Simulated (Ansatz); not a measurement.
Conformers of `CO[SiH2]S[SiH3]`, each relaxed with PBE0-D4/def2-TZVP in Ansatz. CBS adds the triple-zeta coupled-cluster correction to the MP2 limit.

Not all of them had a frequency check.

Conformer A:

```xyz
13

C    -0.433    1.974    0.537
O    -1.406    1.300   -0.230
Si   -1.191   -0.185   -0.876
S    -0.769   -1.672    0.602
Si    1.345   -1.775    0.310
H    -0.204    1.423    1.455
H     0.494    2.116   -0.029
H    -0.832    2.953    0.805
H    -0.048   -0.180   -1.831
H    -2.469   -0.524   -1.534
H     1.873   -2.633    1.399
H     1.961   -0.426    0.395
H     1.680   -2.371   -1.007
```

Conformer B:

Cartesian coordinates in Å:
```
C -2.127 -0.007 -0.308
O -0.908 0.551 0.130
Si -0.015 -0.070 1.358
S 1.955 0.689 1.178
Si 2.196 0.209 -0.896
H -2.947 0.261 0.366
H -2.348 0.392 -1.299
H -2.071 -1.099 -0.376
H -0.510 0.350 2.693
H -0.046 -1.554 1.253
H 3.656 0.094 -1.134
H 1.635 1.268 -1.769
H 1.532 -1.086 -1.196
```

Problem. Which is lowest in electronic energy at CCSD(T)/CBS (frozen core, def2 sets), and by how much? (Estimate.)

Solution. The calculation gave: A; B lies 5.2 kJ/mol higher.

Problem. Give the energies relative to A (kJ/mol) with r2SCAN-D4/def2-TZVPP, B3LYP-D4/def2-TZVPP, r2SCAN/def2-TZVPP, PBE0/def2-TZVPP, MP2/def2-TZVPP, SCS-MP2/def2-TZVPP, MP2/CBS(def2). (Estimate.)

Solution. Ansatz gave: 
| level | B |
| --- | --- |
| r2SCAN-D4/def2-TZVPP | 5.0 |
| B3LYP-D4/def2-TZVPP | 5.1 |
| r2SCAN/def2-TZVPP | 4.8 |
| PBE0/def2-TZVPP | 4.6 |
| MP2/def2-TZVPP | 4.8 |
| SCS-MP2/def2-TZVPP | 4.3 |
| MP2/CBS(def2) | 5.3 |

B3LYP here is the variant with VWN-RPA as its local correlation; programs differ in this.
